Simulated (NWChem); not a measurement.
System: C$_{4}$H$_{4}$OS; SMILES Oc1ccsc1

```xyz
10

O      0.3413     2.3354     0.0000
C      0.0864     1.0100     0.0000
C     -1.2167     0.4233     0.0000
C     -1.1694    -0.9453     0.0000
S      0.4416    -1.5250     0.0000
C      1.0865     0.0678     0.0000
H     -0.4912     2.8171     0.0000
H     -2.1457     0.9979     0.0000
H     -2.0062    -1.6422     0.0000
H      2.1592     0.2483     0.0000
```
Atoms are numbered in this order, from 1.

All runs: NWChem. All runs use the structure optimised with PBE0/def2-SVP. Level: PBE0/def2-SVP with COSMO at NWChem's default radii, gas-phase geometry; rows give the dielectric constant.

| dielectric constant | electrostatic solvation energy (kcal/mol) | dipole in solution (D) |
|---|---|---|
| 2.4 | -4.0 | 2.30 |
| 4.8 | -5.6 | 2.48 |
| 37.5 | -7.0 | 2.66 |
| 46.7 | -7.1 | 2.67 |
| 78.4 | -7.1 | 2.68 |
